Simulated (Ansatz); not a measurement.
A structure relaxed at PBE0-D4/def2-TZVP, charge 0, multiplicity 1:

```
atom   x (Å)   y (Å)   z (Å)
 Si1  -0.013  -1.437  -0.094
  C2  -0.523   0.235   0.562
 Ga3   0.423   1.722  -0.313
  H4  -0.739  -2.550   0.577
  H5   1.447  -1.653   0.109
  H6  -0.283  -1.527  -1.556
  H7  -0.318   0.257   1.637
  H8  -1.600   0.349   0.408
  H9  -0.183   2.376  -1.605
 H10   1.788   2.229   0.276
```

(1) Give its formula and SMILES.

(2) Point group (tolerance 0.08 Å, 0.16 Å for H)?

(3) Summarise the bond lengths by kind.

Results:

(1) CH7GaSi, `[SiH3][CH2][GaH2]`.

(2) Cs.

(3) 1 × C–Si 1.867 Å; 3 × H–Si 1.489 to 1.490 Å; 1 × C–Ga 1.967 Å; 2 × C–H 1.094 Å; 2 × Ga–H 1.571 Å.

All numbers were calculated with Ansatz.
